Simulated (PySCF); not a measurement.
In(H)(iPr)2, C₆H₁₅In, SMILES C[CH](C)[InH][CH](C)C, GFN2-xTB optimised geometry.

```
22

In     0.54    -0.01     0.00
H      2.35    -0.01     0.00
C     -0.44    -2.09     0.00
C     -1.65    -2.09     0.93
C      0.62    -3.10     0.42
H     -0.77    -2.32    -1.02
H     -2.17    -3.04     0.89
H     -1.34    -1.91     1.96
H     -2.35    -1.30     0.63
H      1.49    -3.03    -0.23
H      0.23    -4.12     0.37
H      0.94    -2.91     1.45
C     -0.45     2.07     0.00
C     -1.47     2.16    -1.12
C      0.66     3.11    -0.15
H     -0.95     2.22     0.96
H     -2.00     3.11    -1.09
H     -0.99     2.06    -2.09
H     -2.21     1.36    -1.02
H      1.39     3.00     0.66
H      0.26     4.12    -0.12
H      1.18     2.97    -1.10
```

Density from PySCF with CAM-B3LYP/def2-SVP, def2 effective core potentials past Kr at that geometry. The core electrons that the potentials of In replace are not part of the density.

Minimum of the electron density along straight lines between bonded atoms, close to the bond critical point (lines longer than 1.1 times the sum of covalent radii, or with two minima, are not listed):

| bond | length / Å | ρ at the minimum / e bohr⁻³ | ∇²ρ there / e bohr⁻⁵ | position (fraction from the first atom) |
|---|---|---|---|---|
| In1–H2 | 1.809 | 0.087 | 0.13 | 0.62 |
| In1–C3 | 2.305 | 0.078 | 0.12 | 0.50 |
| C3–C4 | 1.521 | 0.246 | -0.57 | 0.50 |
| C3–C5 | 1.520 | 0.247 | -0.57 | 0.50 |
| C3–H6 | 1.096 | 0.272 | -0.97 | 0.62 |
| C4–H7 | 1.093 | 0.273 | -0.99 | 0.62 |
| C4–H8 | 1.092 | 0.274 | -1.00 | 0.62 |
| C4–H9 | 1.093 | 0.274 | -1.00 | 0.62 |
| C5–H10 | 1.093 | 0.274 | -1.00 | 0.63 |
| C5–H11 | 1.093 | 0.273 | -0.99 | 0.62 |
| C5–H12 | 1.092 | 0.274 | -1.00 | 0.62 |
| In1–C13 | 2.305 | 0.078 | 0.12 | 0.50 |
| C13–C14 | 1.522 | 0.246 | -0.56 | 0.50 |
| C13–C15 | 1.520 | 0.247 | -0.57 | 0.50 |
| C13–H16 | 1.096 | 0.272 | -0.97 | 0.62 |
| C14–H17 | 1.093 | 0.273 | -1.00 | 0.63 |
| C14–H18 | 1.092 | 0.274 | -1.00 | 0.62 |
| C14–H19 | 1.093 | 0.274 | -1.00 | 0.62 |
| C15–H20 | 1.093 | 0.274 | -1.00 | 0.63 |
| C15–H21 | 1.093 | 0.273 | -0.99 | 0.62 |
| C15–H22 | 1.092 | 0.274 | -1.00 | 0.62 |
